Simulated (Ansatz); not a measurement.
C$_{4}$H$_{10}$, charge -1, doublet, at the geometry of the source list (a state made from the parent by changing its charge; the spin is typed, not shown lowest) (a gas-phase anion, which may not be bound at this level). Base run: CAM-B3LYP/def2-SVP in Ansatz (a program for electronic structure).

Geometry (Å):
```xyz
14

C     -0.0359     1.3634    -0.4885
C      0.0298     0.1219     0.3965
C      1.2603    -0.7125     0.0525
C     -1.2391    -0.7112     0.2398
H      0.8581     1.9708    -0.3651
H     -0.1145     1.0782    -1.5357
H     -0.9009     1.9717    -0.2334
H      0.1082     0.4433     1.4417
H      2.1689    -0.1285     0.1819
H      1.2132    -1.0482    -0.9815
H      1.3221    -1.5885     0.6945
H     -1.2055    -1.5872     0.8838
H     -2.1177    -0.1263     0.5031
H     -1.3470    -1.0469    -0.7897
```
Charge -1, spin multiplicity 2.
Orbitals are unrestricted.
All else is at Ansatz's defaults.
Base energy -158.10871 Eh.

Each row names what was changed in the base input (with any setting that the change needs).

```tsv
change	ΔE vs base (mEh)
base	0.000
lower_state_search = full	0.000
final_grid = 4, 8, 17	0.109
point_charge = charge:1.0 position_ang:4.5716, -2.1847, -1.0783	-118.4
nuclear_model = gaussian	0.012
fitting.mean_field = cc-pVTZ-JKFIT	-0.163
accuracy = high	-0.004
fitting.mean_field = def2-universal-JKFIT	-0.073
final_grid = 10, 20, 41	-0.001
point_charge = charge:0.5 position_ang:-0.2477, -5.1388, -0.6061	-53.287
point_charge = charge:-1.0 position_ang:4.8009, 1.2079, -1.5259	92.444
```

A gas-phase anion may not be bound at this level; its values then depend on the basis.
